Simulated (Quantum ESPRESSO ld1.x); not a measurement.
All-electron atom: Er23+ in [Kr] 4d9 (the NIST ground configuration). Method: scalar-relativistic Kohn-Sham, revPBE, spin-unpolarised, spherical densities, point nucleus; computed with ld1.x of Quantum ESPRESSO 7.5. Some entries of the table are withheld. Estimate them.

| orbital | occ. | eigenvalue (Ry) | <1/r> (bohr^-1) | <r> (bohr) |
|---|---|---|---|---|
| 1s | 2 | -4268.17 | 77.59 | 0.02037 |
| 2s | 2 | -759.755 | 18.05 | 0.08648 |
| 2p | 6 | -677.734 | (1) | 0.07675 |
| 3s | 2 | (2) | 6.677 | 0.2247 |
| 3p | 6 | -185.309 | 6.238 | 0.2238 |
| 3d | 10 | -154.207 | 5.909 | 0.2030 |
| 4s | 2 | (3) | 2.986 | 0.4823 |
| 4p | 6 | (4) | 2.783 | 0.5016 |
| 4d | 9 | (5) | 2.563 | 0.5153 |

Answer. 
(1) 2p <1/r> (bohr^-1): 16.67
(2) 3s eigenvalue (Ry): -210.262
(3) 4s eigenvalue (Ry): -78.8303
(4) 4p eigenvalue (Ry): -70.0910
(5) 4d eigenvalue (Ry): -58.5238
